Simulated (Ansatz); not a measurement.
The cluster Mg₃O₂, relaxed as a singlet with RKS PBE-D4/def2-SVP in Ansatz, starting from the GFN1-xTB geometry. Force threshold 0.02 eV/Å.

The structure holds 1 bond(s) between oxygen atoms. The restricted singlet is unstable towards broken spin symmetry in Hartree–Fock (as tested in another run); at PBE-D4/def2-SVP this wasn't settled. Another isomer (singlet) lies 3.97 eV lower at PBE0-D4/def2-TZVP; other spin states weren't run for this one.

Start:

```xyz
5

Mg   -1.7554    0.5773   -1.5213
Mg    0.0752   -0.8499    2.0432
Mg    0.8903    0.5523   -1.2547
O     0.3702    0.5637    0.6597
O     0.4197   -0.8434    0.0731
```

**Question.** Estimate the energy that the relaxation releases and the steps that it takes.

**Answer.** 0.98 eV, in 8 steps; 7 s on 4 threads of Arm Neoverse V2 on a shared host. No frequencies were taken in this run, so the end may be a saddle point.

**Question.** Does the start keep its bonding and symmetry?

**Answer.** Bonds formed: Mg1–O4, Mg1–O5 (atoms count from 1). Metal–metal contacts that move far: Mg1–Mg2 4.25 to 2.86 Å. Point group Cs at the start, C2v at the end, both within 0.05 Å.

**Question.** Predict the relaxed structure.

**Answer.** 
```xyz
5

Mg   -1.463    0.227   -0.662
Mg   -0.439   -0.772    1.816
Mg    1.257    0.645   -1.446
O     0.298    0.672    0.447
O     0.346   -0.772   -0.155
```
Bond lengths (bridged metal pairs left out): 6 × Mg–O 2.12 to 2.13 Å; 1 × O–O 1.57 Å.
